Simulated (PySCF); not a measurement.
**Partial charges of 4-cyanopyridine N-oxide**

Species: 4-cyanopyridine N-oxide, C6H4N2O.
Numbering: `[N:1]#[C:2][c:3]1[cH:4][cH:5][n+:6]([O-:7])[cH:8][cH:9]1` (hydrogens: H10 on C4; H11 on C5; H12 on C8; H13 on C9)

Geometry (PBE0-D3(BJ)/def2-SVP, Å), atoms numbered from 1 in this order:
```xyz
13
C6H4N2O angstrom
N      3.867   -0.313   -0.301
C      2.721   -0.134   -0.274
C      1.312    0.086   -0.241
C      0.406   -0.985   -0.221
C     -0.950   -0.752   -0.190
N     -1.463    0.523   -0.179
O     -2.691    0.714   -0.152
C     -0.584    1.578   -0.199
C      0.778    1.384   -0.230
H      0.763   -2.016   -0.228
H     -1.713   -1.529   -0.173
H     -1.072    2.552   -0.189
H      1.434    2.256   -0.245
```

Density: PBE0/pcSseg-1 (PySCF); schemes: Mulliken, IAO, Hirshfeld and ESP-fitted. Isolated species at its PBE0-D3(BJ)/def2-SVP geometry, gas phase.

Task: Give the atomic charges in each scheme.

Result: In e:

```tsv
atom	environment	Mulliken	IAO	Hirshfeld	ESP-fitted
N1	nitrile nitrogen	-0.235	-0.228	-0.210	-0.430
C2	nitrile carbon	+0.155	+0.131	+0.072	+0.351
C3	substituted aromatic carbon	-0.178	-0.065	0.000	-0.053
C4	aromatic CH carbon	-0.096	-0.126	-0.025	-0.149
C5	aromatic CH next to a ring nitrogen	+0.245	-0.090	+0.006	-0.215
N6	N-oxide nitrogen	-0.151	+0.307	+0.135	+0.579
O7	N-oxide oxygen	-0.403	-0.467	-0.257	-0.501
C8	aromatic CH next to a ring nitrogen	+0.245	-0.091	+0.006	-0.213
C9	aromatic CH carbon	-0.097	-0.126	-0.024	-0.139
H10	aromatic hydrogen	+0.124	+0.185	+0.075	+0.198
H11	aromatic hydrogen	+0.134	+0.192	+0.074	+0.190
H12	aromatic hydrogen	+0.134	+0.192	+0.073	+0.187
H13	aromatic hydrogen	+0.124	+0.186	+0.075	+0.194
```

Mean size of the charges over all atoms: ESP-fitted 0.261 e, IAO 0.183 e, Mulliken 0.178 e, Hirshfeld 0.079 e. Each set sums to the total charge, 0, to within 0.001 e. The IAO scheme counts the electrons in orthogonalised intrinsic atomic orbitals, a minimal basis polarised so that it spans the occupied orbitals exactly. The Mulliken scheme counts on each atom the diagonal of the density matrix times the overlap matrix over that atom's basis functions.

Lowest charge. All schemes agree: Mulliken O7 (-0.403); IAO O7 (-0.467); Hirshfeld O7 (-0.257); ESP-fitted O7 (-0.501).

Highest charge. The schemes don't all agree: Mulliken C5 and C8 (+0.245); IAO N6 (+0.307); Hirshfeld N6 (+0.135); ESP-fitted N6 (+0.579).

Task: How closely do the schemes follow one another over all atoms?

Result: Correlation coefficient and root-mean-square difference: IAO with ESP-fitted 0.95, 0.123 e; IAO with Hirshfeld 0.93, 0.115 e; Hirshfeld with ESP-fitted 0.89, 0.209 e; Mulliken with Hirshfeld 0.68, 0.146 e; Mulliken with IAO 0.57, 0.190 e; Mulliken with ESP-fitted 0.39, 0.288 e.

Task: Sum the charges by element, for elements with more than one atom.

Result: 
```json
{"element": "N", "atoms": "2", "Mulliken": "-0.386", "IAO": "+0.079", "Hirshfeld": "-0.076", "ESP-fitted": "+0.149"}
{"element": "C", "atoms": "6", "Mulliken": "+0.273", "IAO": "-0.366", "Hirshfeld": "+0.035", "ESP-fitted": "-0.417"}
{"element": "H", "atoms": "4", "Mulliken": "+0.516", "IAO": "+0.754", "Hirshfeld": "+0.298", "ESP-fitted": "+0.769"}
```

The run behind these numbers computed NMR shieldings as well. Hardware: one thread, Arm Neoverse N1, no GPU, shared host. Cost: 37 s wall.
